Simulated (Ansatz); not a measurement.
GeMe3(NHMe) (C4H13GeN). The state is a triplet with charge 0. Geometry B3LYP-D4/def2-SVP, that of the neutral singlet; atoms count from 1.

```xyz
19

Ge   -0.3584    0.1223   -0.2211
C    -1.4772   -0.6746    1.1820
H    -1.6760   -1.7327    0.9543
H    -2.4382   -0.1412    1.2525
H    -0.9836   -0.6165    2.1644
C     0.0576    1.9938    0.2536
H    -0.8676    2.5834    0.3555
H     0.6832    2.4630   -0.5219
H     0.6007    2.0411    1.2105
C    -1.2401    0.0435   -1.9725
H    -0.6086    0.4990   -2.7517
H    -2.1955    0.5904   -1.9465
H    -1.4425   -1.0012   -2.2534
N     1.1639   -0.9273   -0.3692
C     2.0929   -1.0616    0.7373
H     1.6445   -0.8217   -1.2598
H     2.7186   -0.1660    0.9453
H     1.5420   -1.2860    1.6662
H     2.7842   -1.9080    0.5744
```

At PBE0-D4/def2-TZVP a singlet of charge 0 lies 5.44 eV below the triplet at the same geometry.

**Question.** Estimate the Mulliken populations from the PBE0/def2-TZVP orbitals of Ansatz.

**Answer.** 
```json
{"atom": "Ge1", "charge (e)": "0.18", "spin (α − β)": "0.21"}
{"atom": "C2", "charge (e)": "-0.42", "spin (α − β)": "-0.04"}
{"atom": "H3", "charge (e)": "0.12", "spin (α − β)": "0.03"}
{"atom": "H4", "charge (e)": "0.11", "spin (α − β)": "0.04"}
{"atom": "H5", "charge (e)": "0.12", "spin (α − β)": "0.03"}
{"atom": "C6", "charge (e)": "-0.31", "spin (α − β)": "-0.06"}
{"atom": "H7", "charge (e)": "0.09", "spin (α − β)": "0.08"}
{"atom": "H8", "charge (e)": "0.08", "spin (α − β)": "0.08"}
{"atom": "H9", "charge (e)": "0.09", "spin (α − β)": "0.05"}
{"atom": "C10", "charge (e)": "-0.32", "spin (α − β)": "-0.15"}
{"atom": "H11", "charge (e)": "0.09", "spin (α − β)": "0.08"}
{"atom": "H12", "charge (e)": "0.10", "spin (α − β)": "0.05"}
{"atom": "H13", "charge (e)": "0.10", "spin (α − β)": "0.04"}
{"atom": "N14", "charge (e)": "0.34", "spin (α − β)": "0.53"}
{"atom": "C15", "charge (e)": "-0.21", "spin (α − β)": "-0.12"}
{"atom": "H16", "charge (e)": "-0.41", "spin (α − β)": "0.74"}
{"atom": "H17", "charge (e)": "0.07", "spin (α − β)": "0.22"}
{"atom": "H18", "charge (e)": "0.09", "spin (α − β)": "0.07"}
{"atom": "H19", "charge (e)": "0.08", "spin (α − β)": "0.13"}
```
Mulliken values depend strongly on the basis.

**Question.** Where does the spin sit?

**Answer.** Summed by element: Ge 0.21, C -0.37, H 1.64, N 0.53, of 2 unpaired in all. Largest on single atoms: H16 0.74, N14 0.53, H17 0.22.

**Question.** And the Mayer bond orders between heavy atoms (over 0.3)?

**Answer.** Ge1–C2 0.96 (1.96 Å); Ge1–C6 0.81 (1.98 Å); Ge1–C10 0.91 (1.96 Å); Ge1–N14 0.51 (1.86 Å); N14–C15 1.08 (1.45 Å).
